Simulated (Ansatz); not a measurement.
`FC[SiH2]O[SiH3]` + `S[SiH2]Cl` → `FCS[SiH2]Cl` + `[SiH3]O[SiH3]`  (substitution at a C–Si bond)

Computed with Ansatz on PBE0-D4/def2-TZVP structures; ΔE is electronic, products minus reactants. CCSD(T)/CBS is the MP2 limit (def2-TZVPP, def2-QZVPP) plus CCSD(T) − MP2 in def2-TZVPP, frozen cores. DFT in def2-TZVPP. One conformer a species, not always the lowest.

```csv
level,ΔE (kcal/mol)
ωB97X-V,7.1
B2PLYP,7.1
HF/def2-QZVPP,7.6
HF/CBS(def2),7.6
```

What does CCSD(T)/CBS give? (An estimate is asked.)

The calculation gave: +7.2 kcal/mol. The listed levels differ from it by -0.1, -0.1, 0.4, 0.4 kcal/mol.

Largest T1 diagnostic among the species: 0.011.
